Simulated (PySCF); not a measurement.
Species: C₃H₉AlO₂, charge 0, multiplicity 1. SMILES: [CH3][Al]([O]C)[O]C
Coordinates optimised at B3LYP-D3(BJ)/def2-TZVP (Ansatz):
```xyz
15

C     -0.1831     2.4547     0.1562
O     -0.8427     1.2193     0.0698
Al    -0.4651    -0.4228    -0.0539
C     -1.9083    -1.7059    -0.2190
O      1.1339    -0.9702    -0.0368
C      2.4251    -0.4375     0.1016
H     -0.6980     3.1932    -0.4650
H      0.8584     2.3980    -0.1799
H     -0.1863     2.8212     1.1878
H     -1.5323    -2.7272    -0.2929
H     -2.5795    -1.6515     0.6416
H     -2.5146    -1.5007    -1.1046
H      3.0231    -1.0816     0.7526
H      2.9245    -0.3847    -0.8711
H      2.4194     0.5690     0.5348
```

Dispersion corrections to the total energy (kcal/mol) from the dftd3 and dftd4 libraries through PySCF: D3(BJ) without and D4 with the three-body term, each with the damping fitted for the functional named.

```json
[
 {"functional": "r2SCAN", "D3(BJ)": "-1.81", "D4": "[?]"},
 {"functional": "TPSSh", "D3(BJ)": "-7.02", "D4": "[?]"},
 {"functional": "TPSS", "D3(BJ)": "-7.57", "D4": "-8.21"},
 {"functional": "BLYP", "D3(BJ)": "-12.62", "D4": "-13.18"},
 {"functional": "PW6B95", "D3(BJ)": "[?]", "D4": "-5.13"},
 {"functional": "LC-wPBE", "D3(BJ)": "-5.81", "D4": "-6.78"},
 {"functional": "HSE06", "D3(BJ)": "-4.19", "D4": "-4.88"}
]
```

Problem. Complete the blanks.

Solution. 
- r2SCAN, D4: -1.66
- TPSSh, D4: -7.50
- PW6B95, D3(BJ): -3.26
